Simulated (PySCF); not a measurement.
Ga(Br)(Me)(OH) (CH4BrGaO), SMILES [Br][Ga]([CH3])[OH]. Atoms are numbered in the order given.

```xyz
8

Ga     0.0591    -0.7688     0.0000
Br    -0.1078     1.5474     0.0000
C     -1.4883    -1.9632     0.0000
H     -2.1042    -1.7731     0.8916
H     -1.1517    -3.0095     0.0000
H     -2.1042    -1.7731    -0.8916
O      1.7267    -1.4072     0.0000
H      2.4180    -0.7319     0.0000
```

The structure is a stationary point at B3LYP-D3(BJ)/def2-SVP. The structure was generated by enumeration; whether it is a known compound was not checked. The values are those of a single conformer.

Method: PBE/def2-TZVP (PySCF).

Atomic charges (e):

| atom | Mulliken | meta-Löwdin |
|---|---|---|
| Ga1 | 0.51 | 0.72 |
| Br2 | ___ | -0.28 |
| C3 | ___ | -0.56 |
| H4 | 0.15 | 0.15 |
| H5 | 0.16 | 0.15 |
| H6 | 0.15 | 0.15 |
| O7 | -0.49 | -0.67 |
| H8 | ___ | 0.34 |

Task: What belongs in the gaps? (An estimate is asked for; the answer gives what the named calculation found.)

Result: 
- Br2, Mulliken: -0.29
- C3, Mulliken: -0.50
- H8, Mulliken: 0.31
